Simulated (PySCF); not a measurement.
A species of formula C5H6Cl2O2 has this rotational fingerprint, computed with B3LYP/def2-SVPD in PySCF (dipole) on a GFN2-xTB geometry, gas phase:

* Rotational constants: A = 1630, B = 954.2, C = 746.5 MHz
* Dipole components: |μa| = 2.03 D, |μb| = 0.99 D, |μc| = 3.27 D
* Inertial defect: -162.65 u·Å²
* κ: -0.53

Question: Which structure is it? (One computed conformer of each.)
A. `[O:1]=[C:2]1[CH2:3][C@@H:4]([Cl:5])[C@@H:6]([Cl:7])[CH2:8][O:9]1` with O1–C2–C3–C4 -162°, C2–C3–C4–Cl5 -169°, C3–C4–C6–Cl7 -60°, C4–C6–C8–O9 -49°
B. `[CH2:1]=[C:2]([C:3](=[O:4])[O:5][CH3:6])[CH:7]([Cl:8])[Cl:9]` with C1–C2–C3–O4 180°, C2–C3–O5–C6 180°, C1–C2–C7–Cl8 67°

Answer: A. It is O=C1C[C@@H](Cl)[C@@H](Cl)CO1, an asymmetric top, point group C1. The candidates at the same level (rigid rotor, commonest isotopes):

```json
{"SMILES": "C=C(C(=O)OC)C(Cl)Cl", "A (MHz)": "2034", "B (MHz)": "640.2", "C (MHz)": "599.9", "μa (D)": "2.75", "μb (D)": "0.62", "μc (D)": "1.91", "Δ (u·Å²)": "-195.47", "point group": "near Cs", "rotor": "near-prolate asymmetric top"}
{"SMILES": "O=C1C[C@@H](Cl)[C@@H](Cl)CO1", "A (MHz)": "1630", "B (MHz)": "954.2", "C (MHz)": "746.5", "μa (D)": "2.03", "μb (D)": "0.99", "μc (D)": "3.27", "Δ (u·Å²)": "-162.65", "point group": "C1", "rotor": "asymmetric top"}
```

`C=C(C(=O)OC)C(Cl)Cl` has B 33 % too low. No structure here is proved a minimum.
